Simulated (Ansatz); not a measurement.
`B/C=[CH]/[AlH][SiH3]` and `B/C=C/C` differ in one atom or group.

Ansatz, PBE0-D4/def2-TZVP geometries, multiplicity 1. Each molecule was computed in one conformer, which needn't be the lowest.

```
                                        property  `B/C=[CH]/[AlH][SiH3]`
           HOMO energy (ωB97M-V/def2-TZVPP) / eV                   -9.60
               LUMO energy (PBE/def2-TZVPP) / eV                   -3.75
  size of the dipole moment (PBE/def2-TZVPP) / D                    0.74
              LUMO energy (PBE0/def2-TZVPP) / eV                   -2.86
             HOMO energy (B3LYP/def2-TZVPP) / eV                   -7.40
size of the dipole moment (B3LYP/def2-TZVPP) / D                    0.76
```

Problem. Give the same properties after the change, and the shifts. (Best estimate.)

Solution. Ansatz gave: 
```csv
property,`B/C=C/C`,shift
HOMO energy (ωB97M-V/def2-TZVPP) / eV,-10.17,-0.57
LUMO energy (PBE/def2-TZVPP) / eV,-2.76,0.99
size of the dipole moment (PBE/def2-TZVPP) / D,2.33,1.59
LUMO energy (PBE0/def2-TZVPP) / eV,-1.78,1.08
HOMO energy (B3LYP/def2-TZVPP) / eV,-7.76,-0.36
size of the dipole moment (B3LYP/def2-TZVPP) / D,2.18,1.42
```

With PBE0 the HOMO falls by 0.39 eV and the LUMO rises by 1.08 eV, so the gap widens by about 1.47 eV. PBE moves the HOMO by -0.48 eV and ωB97M-V by -0.57 eV. Dipoles are sizes alone; their direction can turn.

B3LYP here is the variant with VWN-RPA as its local correlation; programs differ in this.
